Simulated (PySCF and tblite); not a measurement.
Values are calculated unless marked as measured or tabulated.
Pyramidal inversion: stationary points, barriers and rates

System: C3H6ClO2S (charge -1), numbered as in [CH3:1][CH2:2][S:3](=[O:4])(=[O:5])[CH-:6][Cl:7].

Motion: pyramidal inversion at C6. The path came from a restrained scan, a climbing-image band and a saddle search at GFN2-xTB; energies are B3LYP/pcSseg-1 + D3(BJ)//GFN2-xTB, thermal terms GFN2-xTB. Rates follow Eyring's equation with the number of equivalent paths and no tunnelling. Programs: tblite and PySCF.

```
 point  symmetry  E(GFN2) kcal/mol  E(DFT) kcal/mol  ZPE change kcal/mol  lowest mode cm⁻¹
 start        C1               0.0              0.0                 0.00                50
saddle        C1              11.0              1.9                -0.33              696i
   end        C1              -1.1             -0.1                 0.13                44
```

```json
{
 "Electronic barrier": "1.9 kcal/mol",
 "Barrier with zero-point energy": "1.6 kcal/mol",
 "ΔH‡ (298 K)": "1.4 kcal/mol",
 "ΔS‡ (298 K, symmetry apart)": "-0.7 cal/(mol K)",
 "Paths": "1 equivalent path",
 "End point": "a different minimum",
 "Mean lifetime of the start against this motion at 298 K": "2.7 ps",
 "Cost": "62 s on 1 thread of Arm Neoverse V2, shared host (rough), peak memory 0.77 GiB, launched as `OMP_NUM_THREADS=1 python ens_run.py task.json out`"
}
```

```
T/K  ΔG‡ kcal/mol     k s⁻¹  ΔG kcal/mol  k back s⁻¹
200           1.6  7.5×10¹⁰          0.1    8.7×10¹⁰
250           1.6    2×10¹¹          0.1    2.3×10¹¹
298           1.7  3.8×10¹¹          0.1    4.3×10¹¹
350           1.7  6.2×10¹¹          0.1    7.1×10¹¹
400           1.8    9×10¹¹          0.1      1×10¹²
500           1.9  1.5×10¹²          0.1    1.8×10¹²
```

ΔG and ΔG‡ leave out symmetry numbers and mirror images; rates count paths: 1 out, 1 back.

The barrier is low, and the GFN2-xTB saddle may lie off the DFT one, so take it as rough. The ion is treated without a counter-ion.
